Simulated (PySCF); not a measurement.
H4O4Si, charge +1, multiplicity 2. Atoms are numbered in the order given.

```xyz
9

O     -1.0928     0.1556     1.1114
Si     0.0000     0.0000    -0.1869
O      0.1477     1.4060    -0.9222
O     -0.1477    -1.4060    -0.9222
O      1.0928    -0.1556     1.1114
H     -1.1744     1.0198     1.5655
H      0.5506     1.6280    -1.7707
H     -0.5506    -1.6280    -1.7707
H      1.1744    -1.0198     1.5655
```
Charge +1, spin multiplicity 2.

Coordinates come from a ωB97X-D3(BJ)/def2-SVP optimisation. The spin state was assumed, not searched. The isomer is the one that the SMILES or the coordinates give; other isomers of the formula were not compared. Other conformers were not sampled.

These are PBE/def2-TZVP run with PySCF values and carry that method's errors.

ESP charges are fitted to the potential on shells at 1.4 to 2.0 van der Waals radii. Atomic charges (e):

```csv
atom,Mulliken,meta-Löwdin,ESP fit,Mulliken spin
O1,-0.23,-0.45,-0.39,0.52
Si2,0.71,1.62,1.05,-0.04
O3,-0.39,-0.67,-0.59,0.02
O4,-0.39,-0.67,-0.59,0.02
O5,-0.23,-0.45,-0.39,0.52
H6,0.39,0.41,0.48,-0.01
H7,0.37,0.40,0.48,0.00
H8,0.37,0.40,0.48,0.00
H9,0.39,0.41,0.48,-0.01
```

Question: Give the Mayer and Wiberg (Löwdin basis) orders of the bonds. (The exact figures need the calculation; the answer reports its results.)

Answer: 
```tsv
bond	Mayer	Wiberg
O1–Si2	1.02	1.39
Si2–O3	1.41	1.86
Si2–O4	1.41	1.86
Si2–O5	1.02	1.39
O1–H6	0.83	0.98
O3–H7	0.84	0.98
O4–H8	0.84	0.98
O5–H9	0.83	0.98
```
